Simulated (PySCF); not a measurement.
From one molecule to another.

First species: triethylborane, C6H15B.
SMILES: `CCB(CC)CC`

Second species: N-tert-butylacetamide, C6H13NO.
SMILES: `CC(=O)NC(C)(C)C`

Levels: B3LYP/def2-SVPD for dipole moment, HOMO energy, LUMO energy, HOMO–LUMO gap, static isotropic polarisability and electronic spatial extent ⟨r²⟩ about the centre of nuclear charge; TDDFT B3LYP/def2-SVPD for lowest singlet excitation; TDA B3LYP/def2-SVPD for lowest triplet excitation (Tamm–Dancoff); PBE0-D3(BJ)/def2-SVP for rotational constant A and rotational constant C. Geometries: PBE0-D3(BJ)/def2-SVP. Each structure is a single optimised conformer of the isolated species, non-relativistic unless stated. Electronic properties by PySCF.

The conformers computed, where there is a choice (atom-mapped SMILES and torsion angles):
- `[CH3:1][CH2:2][B:3]([CH2:4][CH3:5])[CH2:6][CH3:7]`: C1–C2–B3–C4 84°, C2–B3–C4–C5 10°, C2–B3–C6–C7 166°
- `[CH3:1][C:2](=[O:3])[NH:4][C:5]([CH3:6])([CH3:7])[CH3:8]`: C1–C2–N4–C5 -178°, C2–N4–C5–C6 60°

(1) Which of the two has the higher T1 energy, and by how much?

(2) Which has the higher HOMO–LUMO gap?

(3) Which has the higher ⟨r²⟩?

(4) Which of the two has the higher LUMO energy, and by how much?

(5) Which of the two has the higher rotational constant A, and by how much?

(6) Which has the higher HOMO energy?

(7) Which has the higher S1 energy?

(8) Which of the two has the higher rotational constant C, and by how much?

Results:

(1) The first: 5.43 eV against 5.09 eV, a difference of 0.34 eV.

(2) The first: 7.24 eV against 6.99 eV, a difference of 0.25 eV.

(3) The second: 1120 bohr² against 1109 bohr², a difference of 11 bohr².

(4) The second: 0.06 eV against -0.46 eV, a difference of 0.52 eV.

(5) The second: 3.311 GHz against 2.622 GHz, a difference of 0.689 GHz.

(6) The second: -6.93 eV against -7.70 eV, a difference of 0.77 eV.

(7) The first: 5.88 eV against 5.55 eV, a difference of 0.33 eV.

(8) The second: 1.246 GHz against 1.209 GHz, a difference of 0.037 GHz.

On the first: The 10 singlets span 5.88 to 7.95 eV, and their oscillator strengths add up to 0.15. The polarisability is 13.20 Å³ as a volume (1 au = 0.148185 Å³), or 1.59 au for each of the 56 electrons.

On the second: The principal polarisabilities are 75.9, 85.5 and 97.8 au; their mean is the isotropic value. The vertical singlet–triplet gap S1 − T1 is 0.46 eV (TDDFT singlet less Tamm–Dancoff triplet; S1: HOMO→LUMO+1, weight 0.97; T1: HOMO→LUMO+1, weight 0.95).
